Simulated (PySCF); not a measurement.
## MOH across the fifth-period p block

Level: PBE0, basis family def2-TZVP, scalar-relativistic core potentials from Rb on and no relativity for lighter atoms.

Each entry is the lowest minimum that a search over a few typed start shapes (and spin states, where more than one is plausible) found, or that minimum re-optimised at the stated level; isomers with ligand–ligand bonds, or fragments after loss of a ligand pair, can lie lower. Open shells are unrestricted; no spin–orbit coupling; PySCF with density fitting.

```tsv
molecule	2S+1	point group	mean bond to the central atom (Å)	lowest ω (cm⁻¹)	gap (eV)	distinct angles (°)	atomisation (kJ/mol)
HInO	1	C∞v	1.741	480	5.81	180	577
HSnO	?	?	?	?	?	?	?
HSbO	1	Cs	1.779	703	3.74	100	622
HIO	1	Cs	1.742	722	4.96	104	418
```

Question: Fill in the row of HSnO.

Answer: 2S+1: 2; point group: Cs; mean bond to the central atom (Å): 1.845; lowest ω (cm⁻¹): 264; distinct angles (°): 96; atomisation (kJ/mol): 611.

Left out of the table are members whose search was unfinished or whose lowest solution was spin-contaminated, unstable, very soft or bonded differently.
